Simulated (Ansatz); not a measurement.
Species: BIF, charge 0, doublet. BIF (SMILES F[B]I, doublet).
B3LYP-D3(BJ)/def2-TZVP minimum from Ansatz (a program for electronic structure):
```xyz
3

B      0.7864    -0.9933     0.9989
F      2.0668    -1.1288     0.8549
I     -0.4252     0.2854    -0.2394
```
Charge 0, spin multiplicity 2.

Total energies in def2-SVP, 17 correlated electrons, 11 frozen orbitals. Open shells are spin-unrestricted; no spin-orbit coupling. Cores are frozen in correlated methods (noble-gas shells, and filled d and f shells in the p block). Past Kr the def2 sets carry scalar-relativistic core potentials. Spin-orbit terms, left out, reach several kcal/mol for Br and I, and more for heavier atoms.

| method | program | energy (Eh) | minus CCSDT(Q) (mEh) |
|---|---|---|---|
| HF | Ansatz | -420.69435 | 367.48 |
| MP2 | Ansatz | -421.03456 | 27.27 |
| CCSD | Ansatz | -421.05148 | 10.35 |
| CCSD(T) | Ansatz | -421.06016 | 1.67 |
| CCSDT(Q) | Ansatz | -421.06183 | 0.00 |

Rough core times of Ansatz's runs on a shared machine: CCSD(T) under 20 s, CCSDT(Q) 2 min.
